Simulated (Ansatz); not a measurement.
Program: Ansatz. Geometries: PBE0-D4/def2-TZVP. ΔE: electronic, gas phase. CCSD(T)/CBS is the MP2 limit (def2-TZVPP, def2-QZVPP) plus CCSD(T) − MP2 in def2-TZVPP, frozen cores. This one scheme is used for every species. Functionals use def2-TZVPP. B3LYP here is the variant with VWN-RPA as its local correlation; programs differ in this. One conformer a species, not always the lowest.

`O[SiH](O)[Si](F)(Cl)Cl` + CH₃SH → `CS[SiH](O)O` + `F[SiH](Cl)Cl`  (cleavage of the Si–Si bond)

| level | ΔE (kJ/mol) |
| --- | --- |
| B3LYP-D4 | -77.4 |
| PBE0 | -80.6 |
| MP2/def2-TZVPP | -95.8 |
| MP2/CBS(def2) | -96.8 |

Q: What does CCSD(T)/CBS give? (Best estimate.)

A: The calculation gave: -87.8 kJ/mol. The listed levels differ from it by 10.4, 7.2, -8.0, -9.0 kJ/mol.

Largest T1 diagnostic among the species: 0.012.

From PBE to PBE0 (25 % exact exchange), in def2-TZVPP and without D4, ΔE moves by −5.4 kJ/mol.
